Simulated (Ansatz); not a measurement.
Reaction R1 → P1, each structure at its B3LYP-D3(BJ)/def2-TZVP stationary point, reached from a drawn start; harmonic modes at that level show minima.
R1, C4H4 (SMILES C#CC=C) (charge 0, multiplicity 1):
```xyz
8

C     -1.1485     0.7502     0.5478
C     -0.5889    -0.3240    -0.0113
C      0.7877    -0.4309    -0.3412
C      1.9484    -0.5525    -0.6324
H     -0.5669     1.6299     0.7896
H     -2.2056     0.7692     0.7751
H     -1.2011    -1.1906    -0.2414
H      2.9749    -0.6515    -0.8864
```
P1, C4H4 (SMILES C=C1C=C1) (charge 0, multiplicity 1, Z-matrix in Å and degrees):
```
C
C 1 1.3255
H 2 1.0810 1 120.93
H 2 1.0810 3 118.13 1 -180.00
C 1 1.4360 2 152.78 3 0.03
C 5 1.3135 1 62.78 2 -180.00
H 5 1.0766 6 147.81 1 180.00
H 6 1.0766 5 147.81 7 -0.01
```

P less R. No zero-point or thermal terms.

Cores are frozen in the correlated methods.

The values were computed with Ansatz (an electronic-structure program). All values are computed, each at the level named.

Total energies in hartree:

```
structure  PBE/def2-TZVPP  r2SCAN/def2-TZVPP  CCSD(T)/cc-pVQZ
---------  --------------  -----------------  ---------------
R1            -154.583240        -154.693787      -154.487443
P1            -154.555178        -154.663923      -154.449244
```

Task: Work out the reaction energy at each level in eV (1 hartree = 27.21139 eV), and say how far PBE/def2-TZVPP lies from CCSD(T)/cc-pVQZ.

Result: 
- PBE/def2-TZVPP: (-154.555178) − (-154.583240) = 0.028062 hartree = 0.764 eV
- r2SCAN/def2-TZVPP: (-154.663923) − (-154.693787) = 0.029864 hartree = 0.813 eV
- CCSD(T)/cc-pVQZ: (-154.449244) − (-154.487443) = 0.038199 hartree = 1.039 eV
PBE/def2-TZVPP less CCSD(T)/cc-pVQZ: -0.275 eV. CCSD(T)/cc-pVQZ is the level counted from, the highest shown, and no exact or measured value.
